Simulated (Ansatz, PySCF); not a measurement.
Bond stretch in CH3Li, SMILES [Li][CH3]. The C1–Li5 bond (C1 also carries H, H, H; Li5 carries nothing else) is stretched with both fragments frozen at the PBE0/def2-TZVP optimised geometry. Each curve is given relative to its own lowest point near equilibrium.

```tsv
R / Å	A	B	C	D
1.46	193.9	191.5	176.0	237.6
1.56	107.9	107.3	96.7	139.0
1.67	49.6	49.9	43.4	69.2
1.79	15.4	15.9	12.8	25.5
1.85	6.5	6.9	5.0	12.9
1.90	2.1	2.4	1.5	6.1
1.96	0.0	0.0	0.0	1.4
2.04	1.3	0.8	1.8	0.0
2.08	3.3	2.6	4.0	1.0
2.17	10.5	9.2	11.3	6.2
2.29	24.0	21.9	24.6	18.0
2.42	41.7	38.9	41.9	34.6
2.65	76.2	72.3	75.7	68.0
2.94	119.2	114.4	118.1	110.8
3.29	165.6	158.8	164.2	157.7
3.56	196.5	185.7	194.7	188.5
3.96	234.6	211.7	231.8	224.8
4.39	266.8	220.8	262.2	251.7
4.77	289.1	—	282.7	266.0
5.40	316.0	—	307.1	271.2
5.86	329.9	—	319.5	261.1
6.90	348.6	—	336.8	204.3
```

Energies in kJ/mol.

Problem. Which curve belongs to which method? The methods are CCSD(T) on RHF/cc-pVTZ, frozen core (Ansatz, a program for electronic structure); restricted B3LYP/cc-pVTZ run with Ansatz; restricted B3LYP/6-31G*, spherical d (PySCF); PySCF with restricted MP2 (frozen core)/3-21G.

Solution. A is RKS-B3LYP/6-31G*; B is RCCSD(T); C is RKS-B3LYP; D is RMP2/3-21G.

A dash means that the run gave no value there, or that the column was ended at a point which the program doubted or which failed a test of continuity chosen for this set; such a test can also cut sound points.

The restricted form behind RKS-B3LYP, RKS-B3LYP/6-31G*, RMP2/3-21G keeps the bonding electrons paired and can't separate into open-shell fragments. The T1 diagnostic of CCSD on the restricted reference of RCCSD(T) exceeds 0.045 at 3.96 to 6.90 Å.
